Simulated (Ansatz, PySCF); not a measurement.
Gas-phase reaction in SMILES: C[C]1CO1 -> C=C[CH]O
Geometries: B3LYP-D3(BJ)/def2-TZVP minima from Ansatz (a quantum-chemistry and plane-wave program), one conformer each, not searched for the lowest. Markedly spin-contaminated UHF reference, which strains HF, MP2 and, less, CCSD(T): C=C[CH]O.

Wanted: isomerisation energy (electronic energy difference), in kcal/mol. Correlated levels leave the core frozen unless marked. UHF or UKS for open shells. Spin-orbit coupling is left out. Non-relativistic unless marked X2C. 

```csv
level,program,isomerisation energy (kcal/mol)
HF/STO-3G,Ansatz,-12.8
HF/6-31G,Ansatz,-46.4
SVWN5/def2-TZVPD,Ansatz,-27.5
PBE-D4/def2-TZVPD,Ansatz + dftd4,-26.8
revPBE-D3(BJ)/def2-TZVPD,Ansatz + dftd3,-26.9
r2SCAN/def2-TZVPD,Ansatz,-28.0
B3LYP-D4/def2-TZVPD,Ansatz + dftd4,-30.5
BHLYP-D3(BJ)/def2-TZVPD,Ansatz + dftd3,-31.4
TPSSh-D3(BJ)/def2-TZVPD,PySCF + dftd3,-24.6
TPSSh/def2-TZVPD,PySCF,-24.4
r2SCANh/def2-TZVPD,Ansatz,-28.1
LC-wPBE-D3(BJ)/def2-TZVPD,Ansatz + dftd3,-23.4
LC-wPBE-D4/def2-TZVPD,Ansatz + dftd4,-23.3
LC-wPBE/def2-TZVPD,Ansatz,-23.2
PBE-QIDH/def2-TZVPD,Ansatz,-25.2
RPA@PBE/cc-pVQZ,Ansatz,-26.6
MP2/6-31G*,Ansatz,-15.3
SCS-MP2/6-31G,Ansatz,-30.3
CCSD/6-31G,Ansatz,-37.6
X2C-CCSD(T)/cc-pVTZ-DK,Ansatz,-27.5
```
